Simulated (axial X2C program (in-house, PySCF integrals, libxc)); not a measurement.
NaSc⁻: from the spin-free to the two-component result

Calculated with an in-house relativistic program for diatomic molecules. Spin-free means the one-electron spin-free X2C Hamiltonian; two-component (2c) means X2C with spin–orbit coupling and atomic mean-field two-electron Coulomb and Gaunt terms, so the difference of the two also holds small scalar two-electron terms. Basis: Sc dyall-acv3z [11s12p8d5f2g], Na dyall-av3z [10s9p5d2f] (cores contracted in-house); Gaussian nuclei, density fitting, unrestricted open shells. Masses: Sc 44.956 u, Na 22.990 u.

Spin-free state: M_S = 1/2, Λ = 2 (beyond evenly filled blocks: δ+α); fragments Sc + Na-.

| level | Re (Å) | ωe (cm⁻¹) | De (eV) | μ (D) |
| --- | --- | --- | --- | --- |
| PBE0 | 3.729 | 99.7 | 0.482 | -3.19 |
| HF | 4.071 | 82.8 | 0.373 | -4.36 |
| PBE | 3.665 | 100.1 | 0.678 | -2.93 |

Dipoles are positive if Na is the positive end and refer to the centre of mass.

Question: Within this multiplet, which Ω should lie lowest by the rule for regular and inverted multiplets?

Answer: The open δ shell holds one electron, so the multiplet is regular: Ω = Λ − 1/2 = 3/2. The PBE0 2c search agrees, though Ω = 5/2 of the search lies only 0.02 eV higher.

Two-component determinant lowest at the distance of the search:

Ω = 3/2 (⟨Sz⟩ = -0.50, ⟨Lz⟩ = 2.00 at PBE0); fragments Sc + Na-.

```json
{"level": "PBE0", "Re (Å)": "3.729", "ωe (cm⁻¹)": "99.7", "μ (D)": "-3.19"}
{"level": "HF", "Re (Å)": "4.072", "ωe (cm⁻¹)": "82.7", "μ (D)": "-4.37"}
{"level": "PBE", "Re (Å)": "3.666", "ωe (cm⁻¹)": "99.4", "μ (D)": "-2.94"}
```

Question: From the two tables, how do the constants change at the PBE0 level (2c against spin-free)?

Answer: At the PBE0 level Re is unchanged within 0.001 Å and ωe is unchanged to within 0.2 cm⁻¹.

Occupations by symmetry block were frozen at the best pattern of an incomplete PBE0 search. De is counted from the lowest determinant-based energies of the atoms at the same level, without counterpoise correction. De is not given where an atomic determinant may have missed its ground term or J level, or where the truncated virtual space spoils (T). Density functionals use the spin component along the axis (collinear). PBE0 can misorder states that lie within some tenths of an eV, so this need not be the ground state of the molecule. The nearest other spin-free determinant of the search, M_S = 1/2, Λ = 0, lies 0.03 eV up at the distance of the search. The functionals have no current-density term, which raises determinants with orbital currents, atoms included. The atomic limit has a lower orbital projection than the molecule and lies lower at mean-field level, so De may be about a tenth of an eV too small. At some level and bond length an empty orbital lies below a filled one. Some points did not converge and are left out. The highest occupied level of some functionals is positive through self-interaction error; at Hartree–Fock it is bound. The determinant is spin-polarised beyond a pure state at some levels (its spin-free form has ⟨S²⟩ too high), which makes Re and μ there less reliable. Hartree–Fock gets electron affinities wrong, so its lowest charge split need not be the true one.
